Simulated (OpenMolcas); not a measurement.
An atom or ion with 23 electrons was computed by MS-CASPT2, IPEA 0.25 Eh, imaginary shift 0.1 Eh with spin-orbit coupling (OpenMolcas, ANO-RCC-VTZP, DKH2). The lowest levels that the run gave, each within 12 % of the measured value where one is at hand:

```json
{"J": "5/2", "Parity": "even", "E (cm-1)": "0.0", "g": "2.002"}
{"J": "5/2", "Parity": "even", "E (cm-1)": "43260", "g": "0.573"}
{"J": "7/2", "Parity": "even", "E (cm-1)": "43340", "g": "0.985"}
{"J": "11/2", "Parity": "even", "E (cm-1)": "43360", "g": "1.273"}
{"J": "9/2", "Parity": "even", "E (cm-1)": "43380", "g": "1.172"}
{"J": "5/2", "Parity": "even", "E (cm-1)": "47610", "g": "1.575"}
{"J": "3/2", "Parity": "even", "E (cm-1)": "47810", "g": "1.688"}
{"J": "1/2", "Parity": "even", "E (cm-1)": "48050", "g": "2.588"}
{"J": "7/2", "Parity": "even", "E (cm-1)": "51820", "g": "1.428"}
{"J": "1/2", "Parity": "even", "E (cm-1)": "52050", "g": "0.079"}
{"J": "3/2", "Parity": "even", "E (cm-1)": "52240", "g": "1.244"}
{"J": "5/2", "Parity": "even", "E (cm-1)": "52280", "g": "1.393"}
```

**Question.** Which ion is it, and what are the configurations and terms?

**Answer.** Ni⁵⁺ (Z = 28, charge +5; active space 5 electrons in 5 orbitals (3d)). J, parity and g give the terms where levels are pure, and mixed ones are named by the computed weights; the size of the splittings, set against known spectra of the 23-electron sequence, gives the charge. In order, with the measured energies in cm-1 (Corliss and Sugar, J. Phys. Chem. Ref. Data 10, 197 (1981)): 3d5 6S 5/2, 3d5 4G 5/2, 3d5 4G 7/2, 3d5 4G 11/2 (41921), 3d5 4G 9/2, 3d5 4P 5/2 (45884), 3d5 4P 3/2 (46104), 3d5 4P 1/2 (46325), 3d5 4D 7/2 (50331), 3d5 4D 1/2, 3d5 4D 3/2, 3d5 4D 5/2.

CASPT2 does not keep the components of a term degenerate, so their means are used; among the terms shown or strongly mixed into the levels shown the widest spread is 260 cm-1 (3d5 4G). Blocks of more than 70 roots (2S+1 = 2 even) ran without multistate coupling. Computed and measured levels are paired by configuration, term and J; levels that our copy of the source lacks, or whose pairing is in doubt (as where it misses far off the trend of its configuration), stay unpaired and out of the deviations. Levels of configurations outside the active space are missing.
